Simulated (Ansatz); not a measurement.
`FCBI` + HCl → `FCBCl` + HI at 600 K and 1 bar (ligand exchange at a B–I bond).

Isolated molecules relaxed with PBE0-D4/def2-TZVP in Ansatz; ΔE leaves out vibrations. CCSD(T)/CBS adds triple-zeta CCSD(T) − MP2 to the extrapolated MP2 energy (def2 sets, frozen cores). This one scheme is used for every species. Elements past krypton have def2 core potentials. For I outer-core shells are correlated without core-valence functions, which leaves a few kJ/mol of doubt a bond. One conformer a species, not always the lowest.

```
species  CCSD(T)/CBS energy (Eh)  H − E (kJ/mol)  S (J/(mol·K))
 `FCBI`               -461.88901           153.9          379.1
    HCl               -460.38127            35.4          207.2
`FCBCl`               -624.24106           155.3          358.0
     HI               -298.03592            31.6          227.0
```

H − E and S are ideal-gas, rigid-rotor, harmonic terms from PBE0-D4/def2-TZVP, for one conformer and one mirror image of each species. 1 Eh = 2625.50 kJ/mol, R = 8.31446 J/(mol·K).

Problem. By hand: ΔE, ΔH, ΔS and ΔG.

Solution. ΔE = (-624.24106) + (-298.03592) − (-461.88901) − (-460.38127) = -0.00670 Eh = -17.6 kJ/mol. Δ(H − E) = 155.3 + 31.6 − 153.9 − 35.4 = -2.4, so ΔH = -20.0 kJ/mol. ΔS = 358.0 + 227.0 − 379.1 − 207.2 = -1.3 J/(mol·K). ΔG = -20.0 − 600 × (-1.3)/1000 = -19.2 kJ/mol.

Problem. By hand: the equilibrium constant, and the temperature at which ΔG would vanish if ΔH and ΔS stayed fixed.

Solution. log₁₀ K = −ΔG/(RT ln 10) = 1.7. ΔG = 0 at ΔH/ΔS = 15385 K, far beyond where these terms or the molecules hold.

The number of gas molecules stays the same, so ΔS is small and ΔH decides. A doubt of 5 kJ/mol in ΔE shifts log₁₀ K by 0.4 here. Other conformers and mirror images would add mixing entropy, several J/(mol·K) or more a flexible species. These are equilibria of isolated gas molecules and say nothing of rates. Largest T1 diagnostic: 0.012 (customary marks: 0.02 for closed shells, 0.045 for open ones).
